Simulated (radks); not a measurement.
Values are calculated unless marked as measured or tabulated.
Problem. Species: Cl I. Configuration: [Ne] 3s1.5 3p5.5 (fractional occupations, a model configuration). Level of theory: Dirac Kohn-Sham, LDA (Slater exchange, Perdew-Wang correlation), spin-unpolarised, spherical densities, finite nucleus; open shells are shared between the two j in proportion to 2j + 1; Fermi nuclear charge, rms radius 3.3654 fm (a radial shooting solver on a logarithmic mesh with Libxc functionals). Some entries of the table are withheld. Estimate them.

orbital,occ.,eigenvalue (eV),<1/r> (bohr^-1)
1s1/2,2,-2742.295,16.63
2s1/2,2,-252.3524,3.302
2p1/2,2,-193.3710,3.220
2p3/2,4,-191.6781,3.196
3s1/2,1.5,(1),0.9097
3p1/2,1.83333,-9.0579,(2)
3p3/2,3.66667,-8.9290,(3)

Solution. 
(1) 3s1/2 eigenvalue (eV): -21.0224
(2) 3p1/2 <1/r> (bohr^-1): 0.7568
(3) 3p3/2 <1/r> (bohr^-1): 0.7519
